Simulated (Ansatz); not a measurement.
Geometry optimisation, RKS BHLYP-D4/def2-mTZVP in Ansatz 0.2.0.

Input:

```yaml
crystal:
  periodic: [false, false, false]
  atoms:
    - { symbol: Sn, position_ang: [0.0, 0.0, 0.0] }
    - { symbol: Cl, position_ang: [1.5152, 0.0, 2.1251] }
    - { symbol: H, position_ang: [1.9164, 0.0, 0.3021] }
    - { symbol: H, position_ang: [-0.8195, 1.4198, -0.5794] }
    - { symbol: H, position_ang: [-0.8195, -1.4198, -0.5794] }
basis:
  gaussian: { orbitals: def2-mTZVP }
hamiltonian:
  xc: { name: BHLYP }
  dispersion: d4
relax:
  f_tol: 0.15
  max_steps: 25
  restrain:
    - { distance: [1, 2], at: 2.57, k: 30.0 }
    - { distance: [0, 1], at: 2.41, k: 30.0 }
    - { distance: [0, 2], at: 1.74, k: 30.0 }
```

Run as:

```bash
$ ansatz run input.yaml --threads 1 --pin off --max-ram 2048MiB --backend cpu --events-out ev --progress --plain --runs-dir out
```

Problem. Where does it end, and by what steps?

Solution. It converged. The restraints hold the end off the free minimum. After 4 steps the energy has fallen by 2.541 eV (the restraints' own energy left out); H3 moved furthest, 0.54 Å.

```
step  energy less start (eV)  largest force component (eV/Å)  accepted
   0                  0.0000                           3.105       yes
   1                 -1.0560                           2.083       yes
   2                 -1.8368                           1.423       yes
   3                 -2.4433                           1.177       yes
   4                 -2.5411                           1.204       yes
```

```xyz
5
Properties=species:S:1:pos:R:3
Sn 0.209 0.000 -0.014
Cl 1.025 0.000 2.225
H 1.904 0.000 -0.241
H -0.673 1.410 -0.351
H -0.673 -1.410 -0.351
```

The run took 12 s on 1 thread of Intel(R) Xeon(R) Platinum 8559C (Emerald Rapids), with other jobs on the host, peak memory 0.15 GiB.
